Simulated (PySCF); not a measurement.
Compound: C₇H₁₂BF.
Numbering: `[CH3:1]/[C:2](=[CH:3]\[F:4])[C@@H:5]1[BH:6][CH2:7][CH2:8][CH2:9]1`

NICS is the negative of the GIAO shielding at a point without a nucleus: at the ring centre (0) and 1 Å above and below it (1); zz is the component along the ring normal. Level: GIAO PBE0/pcSseg-1 (PySCF, non-relativistic, gas phase) on the PBE0-D3(BJ)/def2-SVP geometry, one conformer.

Ring bond lengths (Å), with Mayer bond orders in brackets: C5–B6 1.577 (0.93), B6–C7 1.564 (0.98), C7–C8 1.535 (1.05), C8–C9 1.530 (1.03), C9–C5 1.544 (1.01).

Q: What do the NICS probes read (ppm)?

A: 
```csv
ring,type,NICS(0),"NICS(1), two faces","NICS(1)zz, two faces",rms pucker (Å),"centre to ring atoms, mean (Å)"
C5–B6–C7–C8–C9,5-membered ring with B; formal bonds all single,-0.7,-3.5 / -3.5,-3.7 / -2.9,0.16,1.30
```

Q: What can be read from them?

A: 
- C5–B6–C7–C8–C9: mean NICS(1)zz -3.3 ppm, shielded. C5, C7, C8, C9 have four or more neighbours, so the value isn't read as a sign of a π ring current.

Q: How do the values depend on the level or the medium?

A: 
| level | NICS(0), C5–B6–C7–C8–C9 | mean NICS(1)zz, C5–B6–C7–C8–C9 |
| --- | --- | --- |
| PBE0/pcSseg-1, gas | -0.7 | -3.3 |
| wB97X-D/pcSseg-1, gas | -0.8 | -3.2 |
| PBE0/pcSseg-1, IEF-PCM benzene | -0.8 | -3.3 |
| PBE0/pcSseg-1, IEF-PCM dichloromethane | -0.8 | -3.3 |

The geometry is the same throughout; the continuum's cavity takes Bondi-type radii × 1.2.
